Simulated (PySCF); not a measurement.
**Relaxation of singlet [AsSe2]-**

Level of theory: PySCF, PBE0, basis As def2-SVPD, Se def2-SVPD (no relativity, density fitting). A (50,194) grid was used.

A hand-made bent start, of C2v symmetry, held to at least that symmetry:

```xyz
3
charge -1 multiplicity 1, angstrom
As    0.0000    0.0000   -0.8630
Se    1.8103    0.0000    0.4046
Se   -1.8103    0.0000    0.4046
```

Optimiser trace:
```csv
step,E − E(last) (kJ/mol),largest gradient (Eh/bohr)
0,4.24,0.01512
1,0.52,0.00333
2,0.03,0.00094
3,0.00,0.00027
4,0.00,0.00004
```

It ends at C2v with As–Se 2.250 Å (×2); Se–As–Se 113.6° (after a last refinement on a finer grid). A frequency run shows a minimum. Other isomers or separated fragments may lie lower.

Final geometry:
```xyz
3
charge -1 multiplicity 1, angstrom
As    0.0000    0.0000   -0.8386
Se    1.8832    0.0000    0.3931
Se   -1.8832    0.0000    0.3931
```

The relaxation took roughly 40 core-seconds on a shared host.
